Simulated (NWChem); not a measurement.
System: ScN$_{2}$H$_{5}$O; SMILES [NH2][Sc]([OH])[NH2]

NWChem input:

```
start job
memory heap 200 mb stack 900 mb global 1100 mb
geometry units angstroms noautosym nocenter noautoz
  Sc    -0.090383     0.000417     0.000000
  O     -1.957995     0.007194     0.000000
  H     -2.924619     0.024770     0.000000
  N      0.924129    -1.713516     0.000000
  H      0.552329    -2.671160     0.000000
  H      1.949038    -1.800159     0.000000
  N      0.943379     1.703000     0.000000
  H      1.969162     1.778566     0.000000
  H      0.582176     2.664714     0.000000
end
basis spherical
  * library 6-31g*
end
dft
  xc hfexch
  iterations 150
end
property
  efieldgrad
end
task dft property
```

NWChem printed, in part:

```
             Northwest Computational Chemistry Package (NWChem) 7.3.0
             --------------------------------------------------------

                             Geometry "geometry" -> ""
                             -------------------------

 Output coordinates in angstroms (scale by  1.889725989 to convert to a.u.)

  No.       Tag          Charge          X              Y              Z
 ---- ---------------- ---------- -------------- -------------- --------------
    1 Sc                  21.0000    -0.09038300     0.00041700     0.00000000
    2 O                    8.0000    -1.95799500     0.00719400     0.00000000
    3 H                    1.0000    -2.92461900     0.02477000     0.00000000
    4 N                    7.0000     0.92412900    -1.71351600     0.00000000
    5 H                    1.0000     0.55232900    -2.67116000     0.00000000
    6 H                    1.0000     1.94903800    -1.80015900     0.00000000
    7 N                    7.0000     0.94337900     1.70300000     0.00000000
    8 H                    1.0000     1.96916200     1.77856600     0.00000000
    9 H                    1.0000     0.58217600     2.66471400     0.00000000

 Effective nuclear repulsion energy (a.u.)     201.2261909848

  xc_inp: hfexch multiplicative factor not found.
                              NWChem Property Module
                              ----------------------

  itol2e modified to match energy
  convergence criterion.

                                 NWChem DFT Module
                                 -----------------

 Summary of "ao basis" -> "ao basis" (spherical)
 ------------------------------------------------------------------------------
       Tag                 Description            Shells   Functions and Types
 ---------------- ------------------------------  ------  ---------------------
 Sc                          6-31g*                 12       34   5s4p2d1f
 O                           6-31g*                  6       14   3s2p1d
 H                           6-31g*                  2        2   2s
 N                           6-31g*                  6       14   3s2p1d

  itol2e modified to match energy
  convergence criterion.

[...]

          -----------------------
          Electric field gradient
          -----------------------

 1 a.u. = 0.324123 10**(16) esu/cm**3  ( or statvolts/cm**2 ) = 0.97174 10**(22) v/m**2

 ------------------------------------------------------------
   Atom      X         Y         Z
 ------------------------------------------------------------
    1 Sc  -0.17080   0.00079   0.00000
 ------------------------------------------------------------

 Electric field gradient in molecular frame (a.u.)
         XX             YY             ZZ             XY             XZ             YZ
 ------------------------------------------------------------------------------------------
        0.509751       0.698570      -1.208320       0.000487      -0.000000      -0.000000

 Principal components (a.u.) and orientation
 of principal axis w.r.t. absolute frame                      Asymmetry parameter eta
 --------------------------------------------------------------------------------------
       -1.208320       0.698571       0.509749                       0.156268

        0.000000       0.002580       0.999997
        0.000000       0.999997      -0.002580
        1.000000       0.000000       0.000000

 ------------------------------------------------------------
   Atom      X         Y         Z
 ------------------------------------------------------------
    2 O   -3.70007   0.01359   0.00000
 ------------------------------------------------------------

 Electric field gradient in molecular frame (a.u.)
         XX             YY             ZZ             XY             XZ             YZ
 ------------------------------------------------------------------------------------------
       -1.390117       0.747195       0.642922       0.037551       0.000000       0.000000

 Principal components (a.u.) and orientation
 of principal axis w.r.t. absolute frame                      Asymmetry parameter eta
 --------------------------------------------------------------------------------------
       -1.390777       0.747855       0.642922                       0.075449

        0.999846       0.017561       0.000000
       -0.017561       0.999846       0.000000
        0.000000       0.000000       1.000000

 ------------------------------------------------------------
   Atom      X         Y         Z
 ------------------------------------------------------------
    3 H   -5.52673   0.04681   0.00000
 ------------------------------------------------------------

 Electric field gradient in molecular frame (a.u.)
         XX             YY             ZZ             XY             XZ             YZ
 ------------------------------------------------------------------------------------------
       -0.480742       0.241230       0.239512       0.013088       0.000000       0.000000

 Principal components (a.u.) and orientation
 of principal axis w.r.t. absolute frame                      Asymmetry parameter eta
 --------------------------------------------------------------------------------------
       -0.480979       0.241467       0.239512                       0.004065

        0.999836       0.018119       0.000000
       -0.018119       0.999836       0.000000
        0.000000       0.000000       1.000000

 ------------------------------------------------------------
   Atom      X         Y         Z
 ------------------------------------------------------------
    4 N    1.74635  -3.23808   0.00000
 ------------------------------------------------------------

[...]
```

Level: Hartree-Fock/6-31G* (spherical d). All runs use the structure optimised with PBE-D3(BJ)/def2-SVP. No frequency run checked for a minimum. NWChem prints the field gradient with the sign opposite to the second derivative of the potential.
